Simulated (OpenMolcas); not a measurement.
Hf2+.

```yaml
Program: OpenMolcas 26.06
Method: CASSCF
Basis: ANO-R1 [7s5p4d2f]
Scalar_Hamiltonian: X2C, finite nucleus
Active_space: 2 electrons in 10 orbitals (5d 6d)
State_averaging: 2S+1 = 3 even, 10 roots; 2S+1 = 1 even, 15 roots
Spin-orbit_coupling: RASSI with atomic mean-field integrals over the reference wave functions, term energies averaged over their components
```

Levels without dynamic correlation, in cm⁻¹ above 5d² ³F₂:

```
  Level      E
5d² ¹G₄  16161
5d² ³P₀  10627
5d² ¹S₀  33889
```

On this reference, SS-CASPT2, IPEA 0.25 Eh, imaginary shift 0.1 Eh (closed shells correlated: 5s 5p) puts 5d² ¹G₄ at 15540 cm⁻¹.

Task: Estimate the other levels at that method by one scale factor, and say how well it serves.

Result: The factor is 15540 / 16161 = 0.962. Scaled values beside those that SS-CASPT2 gives:
```tsv
Level	Scaled	SS-CASPT2	Miss (%)
5d² ³P₀	10223	9590	+6.6
5d² ¹S₀	32601	30110	+8.3
```
For these levels the scaled values miss SS-CASPT2 by up to 8.3 %, as correlation changes each term by its own factor, spin-orbit parts do not scale and CASPT2 has its own spread within terms. This holds within one configuration; levels of others move differently, and the target method has errors of its own against measurement.

CASPT2 does not keep the components of a term degenerate, so their means are used; among the terms shown or strongly mixed into the levels shown the widest spread is 160 cm-1 (5d² ³F, SS-CASPT2). Active for correlation alone: 6d; no level in the range computed is led by a configuration that fills it, so any true level of that kind is missing. Without dynamic correlation excited terms often stand tens of per cent too high (terms of higher spin than the ground term too low), and those without a measured partner can miss by more than the paired ones (holds for CASSCF). Only configurations of the active space appear.
